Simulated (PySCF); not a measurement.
From one molecule to another.

First species: [VO2Cl2]- (charge -1 and singlet state).
Z-matrix (Å and degrees, PBE0-D3(BJ)/def2-SVP geometry), rows numbered from 1:
```
V 
O   1  1.5755
O   1  1.5735  2  107.93
Cl  1  2.2525  2  109.94  3  -119.11
Cl  1  2.2515  2  110.00  3   118.88
```

Second species: C5H14BNO.
InChI=1S/C5H14BNO/c1-5(2)8-6-7(3)4/h5-6H,1-4H3

Levels: wB97X-D/def2-SVPD for HOMO energy, LUMO energy, HOMO–LUMO gap, static isotropic polarisability and electronic spatial extent ⟨r²⟩ about the centre of nuclear charge; TDDFT wB97X-D/def2-SVPD for lowest singlet excitation; TDA wB97X-D/def2-SVPD for lowest triplet excitation (Tamm–Dancoff); PBE0-D3(BJ)/def2-SVP for rotational constant A and rotational constant C. Geometries: PBE0-D3(BJ)/def2-SVP. Each structure is a single optimised conformer of the isolated species, non-relativistic unless stated; the electronic structure was computed with PySCF and density fitting.

The conformers computed, where there is a choice (atom-mapped SMILES and torsion angles):
- `[CH3:1][CH:2]([CH3:3])[O:4][BH:5][N:6]([CH3:7])[CH3:8]`: C1–C2–O4–B5 -96°, C2–O4–B5–N6 176°, O4–B5–N6–C7 179°

Values for the first species:

```
HOMO energy                                                       : -5.92 eV
LUMO energy                                                       : 3.51 eV
HOMO–LUMO gap                                                     : 9.43 eV
Lowest singlet excitation                                         : 3.91 eV
Lowest triplet excitation (Tamm–Dancoff)                          : 3.64 eV
Static isotropic polarisability                                   : 74.1 au
Electronic spatial extent ⟨r²⟩ about the centre of nuclear charge : 861 bohr²
Rotational constant A                                             : 2.961 GHz
Rotational constant C                                             : 1.409 GHz
```

Question: Estimate the same properties for the second species, and the change in each.

Answer: 
```json
{"property": "HOMO energy", "first": "-5.92 eV", "second": "-8.43 eV", "second less first": "-2.51 eV"}
{"property": "LUMO energy", "first": "3.51 eV", "second": "2.08 eV", "second less first": "-1.43 eV"}
{"property": "HOMO–LUMO gap", "first": "9.43 eV", "second": "10.51 eV", "second less first": "+1.08 eV"}
{"property": "lowest singlet excitation", "first": "3.91 eV", "second": "6.55 eV", "second less first": "+2.64 eV"}
{"property": "lowest triplet excitation (Tamm–Dancoff)", "first": "3.64 eV", "second": "5.81 eV", "second less first": "+2.17 eV"}
{"property": "static isotropic polarisability", "first": "74.1 au", "second": "91.1 au", "second less first": "+17.0 au"}
{"property": "electronic spatial extent ⟨r²⟩ about the centre of nuclear charge", "first": "861 bohr²", "second": "1493 bohr²", "second less first": "+632 bohr²"}
{"property": "rotational constant A", "first": "2.961 GHz", "second": "4.282 GHz", "second less first": "+1.321 GHz"}
{"property": "rotational constant C", "first": "1.409 GHz", "second": "0.858 GHz", "second less first": "-0.551 GHz"}
```

On the first: The 15 singlets span 3.91 to 5.97 eV, and their oscillator strengths add up to 0.10. No computed singlet falls in the visible range (750 to 380 nm, 1.65 to 3.26 eV); S1 lies 0.65 eV above its blue end. The geometry's basis has no diffuse functions, a weakness for an anion.

On the second: The principal polarisabilities are 78.1, 85.7 and 109.4 au; their mean is the isotropic value. In wavenumbers S1 is 52800 cm⁻¹ (1 eV = 8065.54 cm⁻¹).
